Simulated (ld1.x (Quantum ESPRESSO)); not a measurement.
**nitrogen: what ld1.x (Quantum ESPRESSO) 7.5 does with a changed input**

Command:

```bash
ld1.x < N.in > N.out
```

Input:

```
&input
   title='N', zed=7., rel=1, dft='PBESOL', iswitch=3,
   config='[He] 2s2 2p3',
   nld=2, rlderiv=1.55, eminld=-3.0, emaxld=5.0, deld=0.02
 /
 &inputp
   pseudotype=3, lpaw=.true., tm=.true., lloc=-2, rcloc=1.30,
   nlcc=.false.,
   which_augfun='BESSEL', rmatch_augfun=0.65,
   file_pseudopw='N.UPF', file_wfcaegen='ae.wfc', file_wfcncgen='nc.wfc', file_beta='beta', file_chi='chi', file_wfcusgen='us.wfc'
 /
4
2S  1  0   2.00   0.00  0.75  1.05  0.0
2S  1  0   0.00   3.70  0.75  1.05  0.0
2P  2  1   3.00   0.00  1.05  1.40  0.0
2P  2  1   0.00   1.90  1.05  1.40  0.0
 &test
   configts(1)='2p3'
 /
```

This is an input that runs to its end, with one change: 2s left out of the test configuration.

Task: How does the run end?

Result: The program stops in the test that follows the generation: "run_pseudo: Errors in PS-KS equation".

```
      Enforcing V''(0)=0 (lloc=-2)

      Local pseudo, rcloc= 1.289 Estimated cut-off energy=    18.49 Ry

      Computing core charge for PAW:

       r > 0.41 : true rho core
       r < 0.41 : rho core = a sin(br)/r    a=   7.81  b=   6.25

      Integrated core pseudo-charge :   0.74
      Wfc-us  2S rcutus= 1.056  Estimated cut-off energy=    40.20 Ry
      Wfc-us  2S rcutus= 1.056  Estimated cut-off energy=    53.06 Ry
      Wfc-us  2P rcutus= 1.390  Estimated cut-off energy=    39.88 Ry
      Wfc-us  2P rcutus= 1.390  Estimated cut-off energy=    58.41 Ry

     Required augmentation: BESSEL   radius:    0.650000
     Suggested rho cutoff for augmentation: 126.45 Ry

     Estimated PAW energy =  -27.169505 Ryd

     ------------------- End of pseudopotential generation -------------------

     Computing logarithmic derivative in   1.54552

       Warning: n=2, l=1 expected 0 nodes, found 1
       Setting wfc to zero for this iteration
       (This warning will only be printed once per wavefunction)

       Zero norm: self consistency problem; state:  1 (l=  1, j=0.0)
       Zero norm: self consistency problem; state:  1 (l=  1, j=0.0)
       Zero norm: self consistency problem; state:  1 (l=  1, j=0.0)

 %%%%%%%%%%%%%%%%%%%%%%%%%%%%%%%%%%%%%%%%%%%%%%%%%%%%%%%%%%%%%%%%%%%%%%%%%%%%%%
     Error in routine run_pseudo (1):
     Errors in PS-KS equation
 %%%%%%%%%%%%%%%%%%%%%%%%%%%%%%%%%%%%%%%%%%%%%%%%%%%%%%%%%%%%%%%%%%%%%%%%%%%%%%

     stopping ...
```
